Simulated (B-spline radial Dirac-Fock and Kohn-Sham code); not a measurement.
K-line shifts caused by a second vacancy in Te⁵⁺

System: the Te⁵⁺ ion in the configuration [Kr] 4d10 5s1.

Calculated with a B-spline atomic structure program, using Dirac-Fock ΔSCF + Breit + QED. Each two-hole energy is an average over J within one jj subconfiguration, not an observable level; in light atoms, where LS coupling holds, the j-resolved values are not observed lines, and for a K spectator the Kα1 hypersatellite is nearly forbidden. The model has no electron correlation.

Lines without a spectator: Kα2 (K-L2) 27200.0 eV, Kα1 (K-L3) 27470.9 eV, Kβ3 (K-M2) 30940.8 eV, Kβ1 (K-M3) 30992.4 eV. Shifts in eV with one spectator hole (a dash: not computed, or left out as unreliable):

```
spectator hole    Kα2     Kα1     Kβ3     Kβ1
    L2 (2p1/2)  +67.8   +85.9       –  +180.3
    L3 (2p3/2)  +64.9   +65.5  +157.6       –
    M2 (3p1/2)      –  +10.34  +22.94  +27.73
    M3 (3p3/2)  +7.44       –  +23.20  +22.69
    M4 (3d3/2)  +1.54   -1.25       –       –
    M5 (3d5/2)  -1.81   +0.30       –       –
```

Task: Where does the K-L3 hypersatellite lie, emitted when both K electrons are missing?

Result: +626.8 eV from the normal line, at 28097.8 eV. Removing both K electrons costs 64619.3 eV, which is 849.9 eV more than twice the K binding energy.

With n spectator holes in 2p, averaged over the 2p shell (energies in eV):

```tsv
n	KαLⁿ	step	hypersatellite KαʰLⁿ
0	27380.6	–	28000.4
1	27451.5	+71.0	28072.9
2	27523.8	+72.3	28146.7
3	27597.4	+73.6	28221.8
4	27672.3	+74.9	28298.2
5	27748.5	+76.2	28376.0
```
